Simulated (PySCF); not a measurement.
Match the calculated data to a structure.

| technique | computed result |
| --- | --- |
| Dipole | 0.41 D [CAM-B3LYP/def2-SVPD] |
| Rotational structure | rotational constants A, B, C: 3.129, 0.569, 0.482 GHz [PBE0-D3(BJ)/def2-SVP] |
| Triplet | lowest triplet excitation (Tamm–Dancoff): 2.93 eV [TDA CAM-B3LYP/def2-SVPD] |
| UV, first state | lowest singlet excitation: 4.51 eV (275 nm, f = 0.380) [TDDFT CAM-B3LYP/def2-SVPD] |
| 13C NMR | chemical shifts (computed TMS as zero) by class: 146.6 (1 C), 139.3 (1 C), 133.1 (1 C), 132.6 (1 C), 130.6 (1 C), 129.9 (1 C), 125.7 (1 C), 124.6 (1 C) ppm [GIAO PBE0/pcSseg-1] |
| Polarisability | 131.1 au [CAM-B3LYP/def2-SVPD] |

The electronic properties come from PySCF, for the isolated species, density fitting. Levels stand in brackets. One conformer (not necessarily the lowest) at the PBE0-D3(BJ)/def2-SVP geometry, without solvent, vibrations or thermal averaging. NMR classes are plain means over equivalent atoms (diastereotopic ones count apart unless rotation or inversion swaps them), as if these changed places fast.

Question: Which candidate is it?
A. `C/C=C1C=CC\1=C\SC`
B. `c1csc(-c2cccs2)c1`
C. `CSc1cccc(C)c1`
D. `c1csc(-c2ccsc2)c1`

Answer: D. It is `c1csc(-c2ccsc2)c1`. Numbering: `[cH:1]1[cH:2][s:3][c:4](-[c:5]2[cH:6][cH:7][s:8][cH:9]2)[cH:10]1`. Its formula, C8H6S2, gives 6 degrees of unsaturation: 2 rings and 4 π bonds in the structure found (Kekulé form). 8 carbons fall into 8 classes; from least to most shielded: substituted aromatic carbon [C4] (146.6 ppm), substituted aromatic carbon [C5] (139.3 ppm), aromatic CH next to a ring sulfur [C7] (133.1 ppm), aromatic CH carbon [C1] (132.6 ppm), aromatic CH carbon [C6] (130.6 ppm), aromatic CH next to a ring sulfur [C2] (129.9 ppm), aromatic CH carbon [C10] (125.7 ppm), aromatic CH next to a ring sulfur [C9] (124.6 ppm). The optimised geometry has point group Cs and is an asymmetric top.

The others, at the same levels:
- `c1csc(-c2cccs2)c1` fails: its computed lowest singlet excitation is 4.09 eV (303 nm, f = 0.374) (against 4.51 eV), lowest triplet excitation (Tamm–Dancoff) is 2.65 eV (against 2.93 eV) and rotational constant A is 2.698 GHz (against 3.129 GHz).
- `CSc1cccc(C)c1` fails: its computed 13C shifts are 147.5 (1 C), 143.0 (1 C), 134.3 (1 C), 131.3 (1 C), 129.1 (1 C), 121.8 (1 C), 23.3 (1 C), 16.7 (1 C) ppm and smallest rotational constant is 0.679 GHz (against 0.482 GHz).
- `C/C=C1C=CC\1=C\SC` fails: its computed lowest singlet excitation is 4.34 eV (286 nm, f = 0.144) (against 4.51 eV), static isotropic polarisability is 127.5 au (against 131.1 au) and rotational constant A is 2.393 GHz (against 3.129 GHz).

Each candidate is one conformer, not necessarily the lowest. The conformers computed, where there is a choice (atom-mapped SMILES and torsion angles):
- `[cH:1]1[cH:2][s:3][c:4](-[c:5]2[cH:6][cH:7][s:8][cH:9]2)[cH:10]1`: S3–C4–C5–C6 0°
- `[cH:1]1[cH:2][s:3][c:4](-[c:5]2[cH:6][cH:7][cH:8][s:9]2)[cH:10]1`: S3–C4–C5–C6 0°
- `[CH3:1][S:2][c:3]1[cH:4][cH:5][cH:6][c:7]([CH3:8])[cH:9]1`: C1–S2–C3–C4 0°
- `[CH3:1]/[CH:2]=[C:3]1[CH:4]=[CH:5][C:6]\1=[CH:7]\[S:8][CH3:9]`: C6–C7–S8–C9 180°
